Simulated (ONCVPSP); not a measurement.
**Bi ONCV: all-electron and pseudo phase curves**

Bi, optimised norm-conserving Vanderbilt (ONCV), made with ONCVPSP 4.0.1 (PW91, fully relativistic). Core [Kr] 4d10 4f14, reference 5s2 5p6 5d10 6s2 6p2 (charge +1). Waves: 5s+6s: rc 1.40 bohr, ncon 5, nbas 10, qcut 9.7 1/bohr, 2 projectors; 5p+6p: rc 1.50 bohr, ncon 3, nbas 6, qcut 8 1/bohr, 2 projectors; 5d: rc 1.70 bohr, ncon 4, nbas 9, qcut 9.7 1/bohr, 2 projectors, debl 3.4 Ha. Local part: polynomial inside 1.40 bohr (lpopt 5, dvloc0 6 Ha). Core correction: polynomial model core, fcfact 0.25.

Open shells are filled in proportion to 2j + 1.

The phase is arctan(r·R′/R) of the radial function R(r), unwrapped; energies in Ha, scanned from -8 to 5 Ha. A pole is an energy at which the radial function vanishes at the test radius. The pseudo phase is shifted by a multiple of π to meet the all-electron one at the reference energy, and phase errors are pseudo minus all-electron; the curves can meet again beyond the range given. Levels narrower than the energy grid can be missing from the lists of poles.

Task: For each channel, where are the poles, and over which energies does the pseudopotential scatter like the atom?

Result:

```csv
channel,radius (bohr),reference energy (Ha),"poles, all-electron","poles, pseudo",unbroken range about the reference energy with phases within 0.05 rad,phase error 1 Ha above the reference energy (rad)
s,1.42,-0.81,-5.62,-5.62,the whole range,+0.002
p3/2,1.53,-0.40,-2.94,-2.94,the whole range,-0.000
p1/2,1.53,-0.49,-4.09,-4.10,the whole range,-0.001
d5/2,1.72,-1.25,-0.49,-0.49,the whole range,-0.000
d3/2,1.72,-1.36,-0.68,-0.68,the whole range,-0.000
```

Note: ghosts flagged at negative energy: s at -1645.8 eV; no localised positive-energy state flagged. A true bound ghost makes a file unfit for plane-wave use.

Phases in the p1/2 channel:

```tsv
E (Ha)	all-electron	pseudo
-7.96	1.311	1.311
-7.24	1.276	1.276
-6.52	1.217	1.217
-5.80	1.079	1.079
-5.08	0.247	0.246
-4.36	-1.452	-1.452
-3.64	-1.681	-1.681
-2.92	-1.783	-1.783
-2.20	-1.871	-1.871
-1.48	-1.979	-1.979
-0.76	-2.151	-2.151
-0.04	-2.494	-2.494
0.68	-3.194	-3.195
1.40	-3.901	-3.904
2.12	-4.247	-4.250
2.84	-4.416	-4.419
3.56	-4.512	-4.516
4.28	-4.575	-4.579
5.00	-4.621	-4.626
```
